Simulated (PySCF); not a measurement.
SnMe4, C4H12Sn.
Bonds: Sn1–C2, Sn1–C6, Sn1–C10, Sn1–C14. Hydrogens: H3, H4, H5 on C2; H7, H8, H9 on C6; H11, H12, H13 on C10; H15, H16, H17 on C14.

Method: PySCF 2.14.0, PBE0-D3(BJ)/def2-SVP geometry optimisation, gas phase, def2 core potentials past Kr.

(1) How far are the bound atoms from Sn1?

(2) List the angles at Sn1.

(3) What is the shape at Sn1?

(4) What are the other bond lengths?

## Answers

(1) 4 atoms: C10 2.157 Å, C6 2.157 Å, C14 2.157 Å, C2 2.157 Å. The nearest atom not counted as bound is H12, at 2.74 Å (others tie with it).

(2) 
```json
{"angle": "C10–Sn1–C14", "degrees": "109.6", "distance of the outer atoms (Å)": "3.52"}
{"angle": "C2–Sn1–C10", "degrees": "109.5", "distance of the outer atoms (Å)": "3.52"}
{"angle": "C2–Sn1–C14", "degrees": "109.5", "distance of the outer atoms (Å)": "3.52"}
{"angle": "C6–Sn1–C10", "degrees": "109.5", "distance of the outer atoms (Å)": "3.52"}
{"angle": "C6–Sn1–C14", "degrees": "109.4", "distance of the outer atoms (Å)": "3.52"}
{"angle": "C2–Sn1–C6", "degrees": "109.3", "distance of the outer atoms (Å)": "3.52"}
```

(3) Tetrahedral: angles from 109.3° to 109.6°; τ4 = (360° − α − β)/141° = 1.00 with α and β the two widest (0 for a square, 1 for a tetrahedron).

(4) C2–H3 and 11 like bonds 1.100 Å.

Point group: near Td, missed by 0.23 Å at most; the miss may be what the optimiser left on a soft mode (T holds within 0.08 Å). Charge 0, singlet. Not checked by PBE0-D3(BJ)/def2-SVP frequencies.
